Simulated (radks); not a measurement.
Spherical quantum dot in the effective-mass picture: electrons in a parabolic well V = omega^2 r^2 / 2 with omega = 0.142, with a point charge +1 (a donor) at the centre, all in effective atomic units (hartree* = m*/eps^2 hartree, bohr* = eps/m* bohr), one dielectric constant everywhere. Calculated with a radial shooting solver with Libxc functionals: non-relativistic Kohn-Sham, r2SCAN, spin-polarised, spherical densities, generalised Kohn-Sham scheme. Levels are named by radial order and angular momentum (1s, 1p, 1d, 2s, ...), and open shells are averaged over m. Results are scaled to m* = 0.273 and eps = 17.8, for which hartree* = 23.45 meV and bohr* = 3.45 nm. At N = 16 the configuration is 1s2 1p6 1d(up 5, down 1) 2s2. Does electron 17 go into 1f down or 1f up or 1d down?

Answer. Into 1d down. The total energies of the other choices lie higher by 0.899 meV (1f up), 1.53 meV (1f down).
